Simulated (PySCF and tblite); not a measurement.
Results of a calculation; reference values are marked as such.
C5H6OS, numbered as in [SH:1][CH2:2][c:3]1[cH:4][cH:5][cH:6][o:7]1. The ensemble was built from 90 distance-geometry starts (ETKDG, MMFF94s, GFN2-xTB) and rests on GFN2-xTB geometries. Energies: PBE0-D3(BJ)/def2-SVP (IEF-PCM, chloroform), with GFN2-xTB thermal terms (modes under about 100 cm⁻¹ blended into free rotors). Symmetry numbers and mirror images are counted. Conformers within 3 kcal/mol (GFN2-xTB free energy) were kept, 10 at most. GIAO shieldings: B97-2/pcSseg-1 (IEF-PCM, chloroform). Shifts are against TMS (¹H), TMS (¹³C) at the same level. Codes: tblite and PySCF.

Torsions listed: H1–S1–C2–C3, S1–C2–C3–O7. Of a mirror pair one member is shown.

```
conformer       shape  point group  mirror pair  ΔE(DFT)  Δ(G−E) at 400 K  δ H4 (ppm)
        1   -59°, 88°           C1          yes     0.00             0.00        6.65
        2  -58°, -93°           C1          yes     0.38            -0.02        6.59
        3  180°, -96°           C1          yes     1.22            -0.39        6.78
```

Energies in kcal/mol; the thermal term leaves out symmetry numbers and mirror images.

Question: Work out the weights at 400 K and the ¹H shift of H4 under fast exchange.

Answer: RT = 0.795 kcal/mol. Each conformer gets RT ln(σ/g), with σ the rotational symmetry number and g = 2 for a mirror pair: 1: σ = 1, g = 2, G = 0.00 + 0.00 − 0.55 = -0.55, 0.00 above the lowest, exp(−ΔG/RT) = 1.000; 2: σ = 1, g = 2, G = 0.38 − 0.02 − 0.55 = -0.20, 0.36 above the lowest, exp(−ΔG/RT) = 0.639; 3: σ = 1, g = 2, G = 1.22 − 0.39 − 0.55 = 0.27, 0.82 above the lowest, exp(−ΔG/RT) = 0.355. The sum is 1.994, so the weights are 50.2, 32.1, 17.8 %. The averaged shift is 6.65 ppm. At 298.15 K it is 6.65 ppm. At 298.15 K the leading conformer alone gives 6.65 ppm and bare DFT energies give 6.64 ppm.
